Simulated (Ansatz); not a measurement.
`[NH]=[Ta]([OH])([OH])[F]` and `[NH]=[V]([OH])([OH])[F]` differ in one element.

Ansatz, PBE0-D4/def2-TZVP geometries, multiplicity 1. Each molecule was computed in one conformer, which needn't be the lowest.

Elements past krypton have def2 core potentials. Scalar relativity is left out up to krypton.

| property | `[NH]=[Ta]([OH])([OH])[F]` |
| --- | --- |
| ideal-gas entropy at 298 K and 1 bar (rigid rotor, harmonic PBE0-D4/def2-TZVP) / J/(mol·K) | 355 |
| LUMO energy (PBE/def2-TZVPP) / eV | -1.01 |
| HOMO–LUMO gap (PBE/def2-TZVPP) / eV | 5.49 |
| size of the dipole moment (B3LYP/def2-TZVPP) / D | 2.55 |
| size of the dipole moment (PBE/def2-TZVPP) / D | 2.47 |
| HOMO energy (B3LYP/def2-TZVPP) / eV | -7.66 |

(1) Give the same properties after the change, and the shifts. (Estimate.)

## Answers

(1) Ansatz gave: 
| property | `[NH]=[V]([OH])([OH])[F]` | shift |
| --- | --- | --- |
| ideal-gas entropy at 298 K and 1 bar (rigid rotor, harmonic PBE0-D4/def2-TZVP) / J/(mol·K) | 335 | -20 |
| LUMO energy (PBE/def2-TZVPP) / eV | -3.07 | -2.06 |
| HOMO–LUMO gap (PBE/def2-TZVPP) / eV | 4.19 | -1.30 |
| size of the dipole moment (B3LYP/def2-TZVPP) / D | 3.84 | 1.29 |
| size of the dipole moment (PBE/def2-TZVPP) / D | 3.56 | 1.09 |
| HOMO energy (B3LYP/def2-TZVPP) / eV | -8.57 | -0.91 |

With PBE0 the HOMO falls by 0.91 eV and the LUMO falls by 1.99 eV, so the gap narrows by about 1.08 eV. PBE moves the HOMO by -0.76 eV and ωB97M-V by -0.99 eV. Dipoles are sizes alone; their direction can turn.

Positive LUMOs are unbound, so they and the gaps depend on the basis.

B3LYP here is the variant with VWN-RPA as its local correlation; programs differ in this.
